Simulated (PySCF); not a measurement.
N,N-dimethylpropionamide, C5H11NO.
Bonds: C1–C2, C2–C3, C3–O4 (double), C3–N5, N5–C6, N5–C7. Hydrogens: H8, H9, H10 on C1; H11, H12 on C2; H13, H14, H15 on C6; H16, H17, H18 on C7.

Computed geometry: GFN2-xTB, gas phase.

Problem. What internal coordinates does the optimisation give?

Solution. 
| bond | length (pm) |
| --- | --- |
| C1–C2 | 152.3 |
| C2–C3 | 152.0 |
| C3=O4 | 121.6 |
| C3–N5 | 135.9 |
| N5–C6 | 144.3 |
| N5–C7 | 144.6 |
| C1–H8, C1–H9, C1–H10 | 108.7 |
| C2–H11, C2–H12 | 109.3 |
| C6–H13, C6–H14, C6–H15 | 109.1 |
| C7–H16, C7–H17, C7–H18 | 109.1 |

Bonds in one row agree within 1 pm and their mean is given. A selection of angles:
| angle | degrees |
| --- | --- |
| C2–C1–H8 | 110.1 |
| C2–C1–H10 | 110.6 |
| H8–C1–H9 | 107.8 |
| H8–C1–H10 | 109.0 |
| C1–C2–C3 | 111.0 |
| C1–C2–H11 | 110.0 |
| C3–C2–H11 | 109.1 |
| H11–C2–H12 | 107.8 |
| C2–C3–O4 | 122.6 |
| C2–C3–N5 | 115.5 |
| O4–C3–N5 | 121.8 |
| C3–N5–C6 | 123.9 |
| C3–N5–C7 | 119.2 |
| C6–N5–C7 | 117.0 |
| N5–C6–H13 | 111.5 |
| N5–C6–H14 | 108.7 |
| H13–C6–H14 | 108.3 |
| N5–C7–H16 | 110.6 |
| N5–C7–H18 | 107.7 |
| H16–C7–H17 | 109.3 |

Torsions: C1–C2–C3–O4 -2° (synperiplanar); C2–C3–N5–C6 0° (synperiplanar). The mirror-image conformer, all signs reversed, is as good.

Of the pairs four or more bonds apart, O4···H18 is among the closest relative to their van der Waals radii: 2.21 Å, 81 % of the sum of Bondi's values. N5 (amide nitrogen) is planar (angles 123.9°, 119.2° and 117.0°, sum 360.0°, 0.01 Å off the plane of its three neighbours). The 7 heavy atoms lie in one plane (0.011 Å rms). The 3 C–N bonds span 1.359 Å (C3–N5, drawn single) to 1.446 Å (N5–C7, drawn single), a spread of 0.087 Å.

Point group: near Cs, missed by 0.13 Å at most; the miss may be what the optimiser left on a soft mode. No frequency check. One conformer, not necessarily the lowest.
